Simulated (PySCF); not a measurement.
SMILES B[SiH2]C=O, PBE0/def2-SVP optimised geometry.

```
9

B      1.09    -0.91     0.00
Si    -0.92    -0.91     0.00
C     -1.43     0.98     0.00
O     -1.74     1.57     1.00
H      1.69    -0.50    -0.97
H      1.74    -1.26     0.96
H     -1.45    -1.48    -1.28
H     -1.57    -1.57     1.17
H     -1.40     1.51    -0.99
```

Density from PBE0/def2-TZVP (PySCF) at that geometry.

Minimum of the electron density along straight lines between bonded atoms, close to the bond critical point (lines longer than 1.1 times the sum of covalent radii, or with two minima, are not listed):

```json
[
 {"bond": "B1–Si2", "length / Å": "2.010", "ρ at the minimum / e bohr⁻³": "0.111", "∇²ρ there / e bohr⁻⁵": "-0.04", "position (fraction from the first atom)": "0.61"},
 {"bond": "Si2–C3", "length / Å": "1.952", "ρ at the minimum / e bohr⁻³": "0.108", "∇²ρ there / e bohr⁻⁵": "0.13", "position (fraction from the first atom)": "0.38"},
 {"bond": "C3–O4", "length / Å": "1.202", "ρ at the minimum / e bohr⁻³": "0.424", "∇²ρ there / e bohr⁻⁵": "0.17", "position (fraction from the first atom)": "0.33"},
 {"bond": "B1–H5", "length / Å": "1.209", "ρ at the minimum / e bohr⁻³": "0.181", "∇²ρ there / e bohr⁻⁵": "-0.40", "position (fraction from the first atom)": "0.44"},
 {"bond": "B1–H6", "length / Å": "1.207", "ρ at the minimum / e bohr⁻³": "0.183", "∇²ρ there / e bohr⁻⁵": "-0.40", "position (fraction from the first atom)": "0.44"},
 {"bond": "Si2–H7", "length / Å": "1.500", "ρ at the minimum / e bohr⁻³": "0.116", "∇²ρ there / e bohr⁻⁵": "0.15", "position (fraction from the first atom)": "0.49"},
 {"bond": "Si2–H8", "length / Å": "1.492", "ρ at the minimum / e bohr⁻³": "0.120", "∇²ρ there / e bohr⁻⁵": "0.15", "position (fraction from the first atom)": "0.49"},
 {"bond": "C3–H9", "length / Å": "1.127", "ρ at the minimum / e bohr⁻³": "0.266", "∇²ρ there / e bohr⁻⁵": "-0.90", "position (fraction from the first atom)": "0.65"}
]
```
